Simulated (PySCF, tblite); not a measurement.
Isomers of C4H13FSSi3, one GFN2-xTB conformer each. Single-point energies are computed at PBE0/pcSseg-1 (PySCF, gas phase, no added dispersion term), electronic only.

Question: Rank them by PBE0/pcSseg-1 energy, lowest first (kJ/mol).
A. `[CH3:1][CH2:2][C@@H:3]1[SiH2:4][Si@H:5]([S:6][SiH3:7])[C@@H:8]1[F:9]` with C1–C2–C3–Si4 180°, Si4–Si5–S6–Si7 -55°, C2–C3–Si4–Si5 -142°, C3–Si4–Si5–S6 126°, Si4–Si5–C8–F9 99°, C2–C3–C8–Si5 147°
B. `[F:1][C@H:2]1[CH2:3][C@H:4]([Si@@H:5]([SiH3:6])[S:7][SiH3:8])[CH2:9]1` with C3–C4–Si5–Si6 -160°, C4–Si5–S7–Si8 175°, F1–C2–C3–C4 131°, C2–C3–C4–Si5 104°, C3–C4–C9–C2 13°, F1–C2–C9–C4 -131°
C. `[F:1][C@@H:2]1[CH2:3][C@H:4]([SiH3:5])[Si@@H:6]([S:7][SiH3:8])[CH2:9]1` with C4–Si6–S7–Si8 -69°, F1–C2–C3–C4 -70°, C2–C3–C4–Si5 96°, C3–C4–Si6–S7 -113°, C4–Si6–C9–C2 22°

Answer: C (0.0), A (94.1), B (113.7).

As drawn, the highest has a four-membered ring and an Si–Si bond, which the lowest lacks. GFN2-xTB itself gives, in the same order: 0.0, 97.2, 67.0. Both levels put the same isomer lowest; measured from each level's own lowest isomer, the values differ by up to 46.7 kJ/mol (F[C@H]1C[C@H]([Si@@H]([SiH3])S[SiH3])C1: 67.0 against 113.7).

Question: Which frontier levels, dipoles and rotational constants go with these structures?

Answer: 
```
                                  SMILES  HOMO (eV, PBE0/pcSseg-1)  LUMO (eV)  dipole (D)       A, B, C (MHz)
F[C@@H]1C[C@H]([SiH3])[Si@@H](S[SiH3])C1                     -7.27      -0.04        1.30  1266, 560.6, 434.0
  CC[C@@H]1[SiH2][Si@H](S[SiH3])[C@@H]1F                     -6.99      -0.88        2.25  1301, 555.4, 468.1
 F[C@H]1C[C@H]([Si@@H]([SiH3])S[SiH3])C1                     -7.27      -0.75        2.69  1129, 506.1, 392.5
```

Question: What happens when harmonic zero-point energies from GFN2-xTB frequencies are added?

Answer: 
```
                                  SMILES  ZPE (kJ/mol)  electronic (kJ/mol)  with ZPE (kJ/mol)
F[C@@H]1C[C@H]([SiH3])[Si@@H](S[SiH3])C1         398.0                  0.0                0.0
  CC[C@@H]1[SiH2][Si@H](S[SiH3])[C@@H]1F         404.0                 94.1              100.1
 F[C@H]1C[C@H]([Si@@H]([SiH3])S[SiH3])C1         395.6                113.7              111.3
```

The zero-point energies span 8.4 kJ/mol. The order is unchanged.
